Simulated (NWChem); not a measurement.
System: SiH$_{3}$SeOCl; SMILES [SiH3]O[Se]Cl

```xyz
7

Se     0.7685    -0.5421     0.0785
Cl    -1.1172    -1.6410    -0.0388
O      0.3240     1.0035    -0.6913
Si    -0.5311     2.1926     0.1681
H     -1.8852     1.6888     0.5315
H     -0.6270     3.3464    -0.7654
H      0.2193     2.5675     1.4018
```
Atoms are numbered in this order, from 1.

Computed with NWChem. All runs use the structure optimised with PBE0/def2-SVP. Ions are spin-unrestricted doublets at the neutral geometry; other ion states weren't tried.

What does the run give for CAM-B3LYP/def2-SVP? Quantities: vertical ionisation energy, ΔSCF (eV); −ε(HOMO) (eV).


| Property | Value |
|---|---|
| vertical ionisation energy, ΔSCF (eV) | 9.07 |
| −ε(HOMO) (eV) | 7.93 |
